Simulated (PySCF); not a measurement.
## Ionisation energy of Hg⁶¹⁺ by level of theory

Hg⁶¹⁺ [Ar] 3d1 [3d3/2^1, M_J = 3/2] → Hg⁶²⁺ [Ar], as a difference of total energies. All numbers are calculated (PySCF 2.14, the two-component X2C-1e Hamiltonian, in an even-tempered Gaussian basis (15 s from 19 bohr⁻², ratio 2.8; 12 p from 25 bohr⁻², ratio 2.8; 8 d from 25 bohr⁻², ratio 2.8; 3 f from 77 bohr⁻², ratio 3)). Correlated levels: [Ne] frozen; the 72 highest virtual spinors dropped. "Screened" scales the spin-orbit matrix elements by Boettger's factors to mimic the two-electron term; Breit and QED terms are absent.

| method | ionisation energy (eV) |
| --- | --- |
| GHF (spin-free) | 6445.3 |
| GMP2 (spin-free) | 6444.8 |
| GHF (screened spin-orbit) | 6512.0 |
| GMP2 (screened spin-orbit) | 6511.5 |

Breit and QED terms and the two-electron picture change are absent.

The spin-free rows lack the spin-orbit shift.

For comparison: 6508 ± 12 eV (theoretical estimate listed by NIST; NIST Atomic Spectra Database, ionization energies).
